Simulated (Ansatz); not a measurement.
`NC(N)N` and `N[SiH](N)N` differ in one element.

Ansatz, PBE0-D4/def2-TZVP geometries, multiplicity 1. Each molecule was computed in one conformer, which needn't be the lowest.

```csv
property,`NC(N)N`
HOMO–LUMO gap (ωB97M-V/def2-TZVPP) / eV,11.54
HOMO energy (ωB97M-V/def2-TZVPP) / eV,-9.35
HOMO–LUMO gap (PBE0/def2-TZVPP) / eV,7.72
LUMO energy (PBE0/def2-TZVPP) / eV,0.81
HOMO–LUMO gap (B3LYP/def2-TZVPP) / eV,7.12
zero-point energy (PBE0-D4/def2-TZVP) / kJ/mol,261.7
```

Task: Give the same properties after the change, and the shifts. (Estimate.)

Result: Computed: 
```tsv
property	`N[SiH](N)N`	shift
HOMO–LUMO gap (ωB97M-V/def2-TZVPP) / eV	11.71	0.17
HOMO energy (ωB97M-V/def2-TZVPP) / eV	-9.25	0.10
HOMO–LUMO gap (PBE0/def2-TZVPP) / eV	7.95	0.23
LUMO energy (PBE0/def2-TZVPP) / eV	1.09	0.28
HOMO–LUMO gap (B3LYP/def2-TZVPP) / eV	7.34	0.22
zero-point energy (PBE0-D4/def2-TZVP) / kJ/mol	231.3	-30.4
```

With PBE0 the HOMO rises by 0.05 eV and the LUMO rises by 0.28 eV, so the gap widens by about 0.23 eV. PBE moves the HOMO by -0.04 eV and ωB97M-V by 0.10 eV.

B3LYP here is the variant with VWN-RPA as its local correlation; programs differ in this.
